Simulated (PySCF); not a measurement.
Computed IR spectrum (relative IR intensity) of a molecule C3H10BN. The structure is a stationary point at B3LYP-D3(BJ)/def2-SVP. One conformer was computed; it need not be the lowest. The numbers are results of B3LYP-D3(BJ)/def2-SVP in PySCF 2.14.0, not measurements. No scaling factor is applied to the harmonic values.

Lines under 2 % of the strongest are left out, and lines within 2 cm⁻¹ are merged.

| ν (cm⁻¹) | relative intensity |
|---|---|
| 640 | 36 |
| 775 | 9.9 |
| 949 | 17 |
| 1068 | 20 |
| 1188 | 32 |
| 1297 | 11 |
| 1327 | 41 |
| 1360 | 63 |
| 1436 | 3.5 |
| 1448 | 2.5 |
| 1451 | 4.1 |
| 1453 | 21 |
| 1477 | 15 |
| 1557 | 100 |
| 3001 | 53 |
| 3007 | 6.9 |
| 3015 | 3.4 |
| 3053 | 26 |
| 3075 | 8.1 |
| 3079 | 12 |
| 3092 | 23 |
| 3108 | 19 |
| 3142 | 7.9 |
| 3582 | 5.1 |

Question: Which molecule gave these data?
A. CBN(C)C
B. CCB(C)N
C. BNC(C)C
D. CNB(C)C

Answer: D, CNB(C)C
